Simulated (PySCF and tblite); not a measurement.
Values are calculated unless marked as measured or tabulated.
C₅H₁₀OS, numbered as in [O:1]=[S:2]1[CH2:3][CH2:4][CH2:5][CH2:6][CH2:7]1. The same 3 conformers on PBE0-D3(BJ)/def2-SVP geometries, with only the solvent of the single-point energies changed (functional PBE0, basis set def2-TZVP, D3(BJ) where defined; PySCF).

The 6-ring runs over atoms 2–3–4–5–6–7. Of a mirror pair one member is shown.

```json
{"conformer": "1", "shape": "6-ring chair (O1 axial)", "symmetry": "Cs", "dipole D": "3.84"}
{"conformer": "2", "shape": "6-ring chair (all substituents equatorial)", "symmetry": "Cs", "dipole D": "4.62"}
{"conformer": "3", "shape": "6-ring twist-boat (ring torsions -68, 37, 34, -74, 38, 26°)", "symmetry": "C1 (pair)", "dipole D": "4.25"}
```

Energies (kcal/mol) above conformer 1 and its weight at 298.15 K (thermal terms from GFN2-xTB):

```tsv
solvent	E(2) − E(1)	E(3) − E(1)	weight of 1 (%)	dipole of 1 (D)	of 2
gas phase	0.76	5.22	72	3.84	4.62
cyclohexane	?	?	?	?	?
chloroform	-0.19	4.69	34	4.92	5.74
acetone	-0.34	4.62	29	5.37	6.11
water	-0.35	4.61	28	5.50	6.21
```

Problem. What does cyclohexane give?

Solution. E(2) − E(1) = 0.16 kcal/mol, E(3) − E(1) = 4.88 kcal/mol, weight of conformer 1 48 %, dipoles 4.39 and 5.24 D.

Problem. How much does the choice of solvent matter?

Solution. The widest range is that of E(2) − E(1), which runs from -0.35 (water) to 0.76 kcal/mol (gas phase), a spread of 1.11, against RT = 0.59. From gas phase to water conformer 2 gains, the one with the larger dipole, as a polar medium favours it. Some levels give another conformer the largest weight.
